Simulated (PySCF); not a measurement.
**Calculated NMR parameters of CCP1CCCCC1**

```
Formula                               : C7H15P
SMILES                                : CCP1CCCCC1
Point group of the computed structure : C1
Carbon signals                        : 5
Proton signals                        : 5
```

Atom-mapped SMILES (the numbers label the heavy atoms): `[CH3:1][CH2:2][P:3]1[CH2:4][CH2:5][CH2:6][CH2:7][CH2:8]1` (H(Xn): hydrogen on atom n).

PySCF calculation with NMR shieldings at PBE0/pcSseg-1/GIAO and geometry: GFN2-xTB; one averaged value for each set of equivalent atoms, non-relativistic Hamiltonian, single conformer, no solvent.

Chemical shifts δ = σref − σ; 1H, 13C against TMS; 31P against H3PO4, all at this level.

| carbon | δC, type | δH (multiplicity) | HMBC from (2–3 bonds) | span of the C tensor (ppm) |
| --- | --- | --- | --- | --- |
| C1 | 12.2, CH3 | 1.14 (m) | H(C2) | 25 |
| C2 | 31.9, CH2 | 1.37 (m) | H(C4)/H(C8), H(C1) | 33 |
| C4/C8 | 33.3, CH2 | 1.47 (m) | H(C5)/H(C7), H(C4)/H(C8), H(C6), H(C2) | 28 |
| C5/C7 | 28.6, CH2 | 1.74 (m) | H(C5)/H(C7), H(C4)/H(C8), H(C6) | 8 |
| C6 | 32.7, CH2 | 1.41 (m) | H(C5)/H(C7), H(C4)/H(C8) | 8 |

Other nuclei:
| atoms | nucleus | environment | δ (ppm) | σ (ppm) |
| --- | --- | --- | --- | --- |
| P3 | 31P | phosphorus bonded to 3 C, in a 6-membered ring | -61.0 | 379.3 |

- δC 33.3, 31.9: sp3 CH2 bonded to P.
- δC 32.7, 28.6: sp3 CH2 in a ring; aliphatic region, no heteroatom directly attached.
- δC 12.2: methyl carbon; aliphatic region, no heteroatom directly attached.
- δH 1.47, 1.37: hydrogen on an sp3 CH2 bonded to P.
- δH 1.14: hydrogen on a methyl carbon.

Splittings by 31P in the carbon and heteronuclear signals aren't shown, as no couplings were computed. Shifts are as computed. Against solution values, carbons near 30 ppm lie about +3 ppm off and those near 130 ppm about +5 ppm. Of 1211 compounds with measured shifts, 218 miss one by over three times the rms of a fit or turn the order of signals round; such compounds aren't used in these exercises. Experimental scales use liquid or dissolved standards, which lie at an offset from isolated H3PO4. Multiplicities follow the n + 1 count of equivalent neighbours, as no J values were calculated; m marks all less simple cases, F and P coupling included.
